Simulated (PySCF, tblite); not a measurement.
C₆H₈F₃PS.
Z-matrix (Å and degrees, GFN2-xTB geometry), rows numbered from 1:
```
C 
P   1  1.8336
S   2  1.9320  1  116.29
C   2  1.8640  1  104.00  3  -132.14
C   4  1.4895  2  104.06  1   -82.51
C   5  1.3284  4  116.27  2   -16.94
C   6  1.4970  5  124.14  4   179.24
F   7  1.3392  6  113.13  5     2.80
F   7  1.3477  6  111.50  5  -117.20
F   7  1.3431  6  112.33  5   123.85
C   6  1.4974  5  117.88  4    -0.13
H   1  1.0896  2  108.36  3    61.02
H   1  1.0878  2  111.34  3  -177.58
H   1  1.0896  2  108.06  3   -56.46
H   4  1.0947  2  108.49  1   159.10
H   4  1.0919  2  112.43  1    40.00
H   5  1.0788  4  120.39  2   163.39
H  11  1.0926  2  112.53  1   -38.77
H  11  1.0949  2  109.03  1  -158.62
```

Level of theory: PBE0/pcSseg-1 in PySCF (dipole) on a GFN2-xTB geometry, gas phase.

Masses are those of the commonest isotopes; rigid-rotor values at the optimised geometry. The values belong to one conformer with, in the numbering `[CH3:1][P@:2]1(=[S:3])[CH2:4][CH:5]=[C:6]([C:7]([F:8])([F:9])[F:10])[CH2:11]1`, C1–P2–C4–C5 -83°, P2–C4–C5–C6 -17°, C5–C6–C11–P2 17°, C1–P2–C11–C6 83°.

Question: Give the principal moments of inertia and the rotational constants in GHz.

Answer: Ia = 278.87, Ib = 1176.44, Ic = 1197.83 u·Å²; 505379 MHz·u·Å²/I gives 1812, 429.6 and 421.9 MHz, that is A = 1.8122, B = 0.4296, C = 0.4219 GHz.

Question: Classify the top.

Answer: A near-prolate asymmetric top: κ = (2 × 429.6 − 1812 − 421.9)/(1812 − 421.9) = -0.99.

Question: What does the inertial defect say?

Answer: Not planar: Δ = Ic − Ia − Ib = -257.48 u·Å². For a rigid frame Δ = −2 Σ m c², so Σ m c² = 128.74 u·Å² lies off the ab plane: 21.28 from hydrogen and 107.46 from heavier atoms. The atom farthest from that plane is 2.54 Å away.

Question: Give the other two planar moments, Paa and Pbb, and the rms extents of the mass along the axes.

Answer: Paa = Σ m a² = (Ib + Ic − Ia)/2 = 1047.70 and Pbb = Σ m b² = (Ia + Ic − Ib)/2 = 150.13 u·Å². With the mass M = 200.00 u, the rms extents √(P/M) along a, b and c are 2.29, 0.87, 0.80 Å.

Question: Give the coordinates in the principal-axis frame, origin at the centre of mass.

Answer: The sense of each axis is arbitrary; atoms in the order of the calculation.
```
atom  mass (u)   a (Å)   b (Å)   c (Å)
  C1    12.000  -1.726  -0.698   1.890
  P2    30.974  -1.732  -0.093   0.159
  S3    31.972  -3.373   0.719  -0.458
  C4    12.000  -1.021  -1.513  -0.817
  C5    12.000   0.452  -1.354  -0.666
  C6    12.000   0.876  -0.167  -0.246
  C7    12.000   2.314   0.178  -0.018
  F8    18.998   3.152  -0.817  -0.338
  F9    18.998   2.551   0.478   1.275
 F10    18.998   2.699   1.253  -0.725
 C11    12.000  -0.152   0.886   0.029
 H12     1.008  -2.493  -1.466   1.987
 H13     1.008  -0.754  -1.100   2.166
 H14     1.008  -1.986   0.136   2.541
 H15     1.008  -1.325  -1.401  -1.863
 H16     1.008  -1.383  -2.481  -0.467
 H17     1.008   1.115  -2.173  -0.897
 H18     1.008   0.060   1.460   0.934
 H19     1.008  -0.236   1.589  -0.806
```

Question: Where do the levels up to J = 2 lie, in MHz?

Answer: Above 0(0,0):
J = 1: 1(0,1) 851, 1(1,1) 2234, 1(1,0) 2242
J = 2: 2(0,2) 2554, 2(1,2) 3929, 2(1,1) 3952, 2(2,1) 8100, 2(2,0) 8100
Those of J = 1 are B + C, A + C and A + B.

Question: Predict some low-J microwave lines.

Answer: The dipole components are |μa| = 1.21 D, |μb| = 2.75 D, |μc| = 1.10 D. Intensities carry the squares of the components, which stand as 0.19 : 1.00 : 0.16 (a : b : c). Some lines, for components of 0.1 D or more:

```json
{"type": "a", "branch": "R", "J(Ka,Kc)": "1(0,1) ← 0(0,0)", "MHz": "851", "lower level (cm⁻¹)": "0.000"}
{"type": "b", "branch": "R", "J(Ka,Kc)": "3(0,3) ← 2(1,2)", "MHz": "1179", "lower level (cm⁻¹)": "0.131"}
{"type": "c", "branch": "Q", "J(Ka,Kc)": "1(1,1) ← 1(0,1)", "MHz": "1383", "lower level (cm⁻¹)": "0.028"}
{"type": "b", "branch": "Q", "J(Ka,Kc)": "2(1,1) ← 2(0,2)", "MHz": "1398", "lower level (cm⁻¹)": "0.085"}
{"type": "b", "branch": "Q", "J(Ka,Kc)": "3(1,2) ← 3(0,3)", "MHz": "1410", "lower level (cm⁻¹)": "0.170"}
{"type": "a", "branch": "R", "J(Ka,Kc)": "2(1,2) ← 1(1,1)", "MHz": "1695", "lower level (cm⁻¹)": "0.075"}
{"type": "a", "branch": "R", "J(Ka,Kc)": "2(0,2) ← 1(0,1)", "MHz": "1703", "lower level (cm⁻¹)": "0.028"}
{"type": "a", "branch": "R", "J(Ka,Kc)": "2(1,1) ← 1(1,0)", "MHz": "1711", "lower level (cm⁻¹)": "0.075"}
{"type": "b", "branch": "R", "J(Ka,Kc)": "1(1,1) ← 0(0,0)", "MHz": "2234", "lower level (cm⁻¹)": "0.000"}
{"type": "a", "branch": "R", "J(Ka,Kc)": "3(1,3) ← 2(1,2)", "MHz": "2543", "lower level (cm⁻¹)": "0.131"}
{"type": "a", "branch": "R", "J(Ka,Kc)": "3(1,2) ← 2(1,1)", "MHz": "2566", "lower level (cm⁻¹)": "0.132"}
{"type": "b", "branch": "R", "J(Ka,Kc)": "2(1,2) ← 1(0,1)", "MHz": "3078", "lower level (cm⁻¹)": "0.028"}
{"type": "c", "branch": "R", "J(Ka,Kc)": "2(1,1) ← 1(0,1)", "MHz": "3101", "lower level (cm⁻¹)": "0.028"}
{"type": "c", "branch": "Q", "J(Ka,Kc)": "2(2,1) ← 2(1,1)", "MHz": "4148", "lower level (cm⁻¹)": "0.132"}
{"type": "b", "branch": "Q", "J(Ka,Kc)": "3(2,2) ← 3(1,3)", "MHz": "4182", "lower level (cm⁻¹)": "0.216"}
{"type": "c", "branch": "R", "J(Ka,Kc)": "2(2,0) ← 1(1,0)", "MHz": "5859", "lower level (cm⁻¹)": "0.075"}
{"type": "c", "branch": "R", "J(Ka,Kc)": "2(2,1) ← 1(1,1)", "MHz": "5866", "lower level (cm⁻¹)": "0.075"}
{"type": "b", "branch": "R", "J(Ka,Kc)": "2(2,0) ← 1(1,1)", "MHz": "5866", "lower level (cm⁻¹)": "0.075"}
{"type": "b", "branch": "R", "J(Ka,Kc)": "3(2,2) ← 2(1,1)", "MHz": "6702", "lower level (cm⁻¹)": "0.132"}
{"type": "c", "branch": "R", "J(Ka,Kc)": "3(2,1) ← 2(1,1)", "MHz": "6703", "lower level (cm⁻¹)": "0.132"}
{"type": "b", "branch": "Q", "J(Ka,Kc)": "3(3,0) ← 3(2,1)", "MHz": "6932", "lower level (cm⁻¹)": "0.355"}
{"type": "b", "branch": "R", "J(Ka,Kc)": "3(3,1) ← 2(2,0)", "MHz": "9487", "lower level (cm⁻¹)": "0.270"}
{"type": "c", "branch": "R", "J(Ka,Kc)": "3(3,0) ← 2(2,0)", "MHz": "9487", "lower level (cm⁻¹)": "0.270"}
```

Its GFN2-xTB frequencies are all real (lowest 25 cm⁻¹). No vibrational averaging or centrifugal distortion is included, and the geometry carries the error of its method. A rigid rotor knows nothing of internal rotation, which can split or shift real lines.
